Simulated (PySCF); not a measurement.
C₅H₁₀Si, SMILES C(C1C[SiH2]C1)=C.

Geometry optimised at PBE0-D3(BJ)/def2-SVP. Other conformers were not sampled.

The numbers are results of TDA-PBE/def2-SVPD run with PySCF, not measurements.

Vertical excitations. The molecule is in vacuum. State labels are in the subgroup Cs.

Q: List the lowest excited states. (Estimate from the structure and the level; the computed values follow.)

A: 
```json
[
 {"state": "S1", "symmetry": "A\"", "energy (eV)": "5.79", "λ (nm)": "214", "f": "0.001", "main pairs": "HOMO−1→LUMO 100 %"},
 {"state": "S2", "symmetry": "A'", "energy (eV)": "6.00", "λ (nm)": "207", "f": "0.252", "main pairs": "HOMO→LUMO 54 %, HOMO→LUMO+1 42 %"},
 {"state": "S3", "symmetry": "A'", "energy (eV)": "6.20", "λ (nm)": "200", "f": "0.039", "main pairs": "HOMO−2→LUMO 90 %"},
 {"state": "S4", "symmetry": "A\"", "energy (eV)": "6.32", "λ (nm)": "196", "f": "0.009", "main pairs": "HOMO→LUMO+2 100 %"},
 {"state": "S5", "symmetry": "A\"", "energy (eV)": "6.69", "λ (nm)": "185", "f": "0.001", "main pairs": "HOMO→LUMO+3 99 %"},
 {"state": "S6", "symmetry": "A\"", "energy (eV)": "6.72", "λ (nm)": "184", "f": "0.001", "main pairs": "HOMO−3→LUMO 75 %, HOMO→LUMO+4 24 %"},
 {"state": "T1", "symmetry": "A'", "energy (eV)": "4.34", "λ (nm)": "286", "f": "0", "main pairs": "HOMO→LUMO 90 %"},
 {"state": "T2", "symmetry": "A\"", "energy (eV)": "5.60", "λ (nm)": "222", "f": "0", "main pairs": "HOMO−1→LUMO 100 %"}
]
```
Triplets are in the Tamm–Dancoff approximation.
